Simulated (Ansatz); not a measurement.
Frontier orbitals of `C[NH][InH][CH3]`.

Total charge 0; spin multiplicity 1. Correlated methods include outer-core shells of In, which these sets cover unevenly. In: def2 effective core potential. The geometry is a stationary point of PBE0-D4/def2-TZVP. It is one conformer, not always the lowest. Basis def2-TZVPP, the Gaussian-basis code of Ansatz.

Orbital energies of one run (eV). Highest occupied ones, from the top: -4.92, -6.51, -6.99, -8.91, -9.52, -9.58, -9.89, -10.26, -11.32, -15.55, -16.38, -18.01, -18.03, -18.04. Empty: -1.44, -0.73, 0.00, 0.95, 1.13, 1.62.

(1) Which functional gave them?
A. HSE06 (plane-wave form)
B. PBE
C. r2SCAN0
D. ωB97M-V

## Answers

(1) B. HOMO energies: PBE -4.92, r2SCAN0 -6.27, ωB97M-V -8.43, HSE06 -5.72 eV.
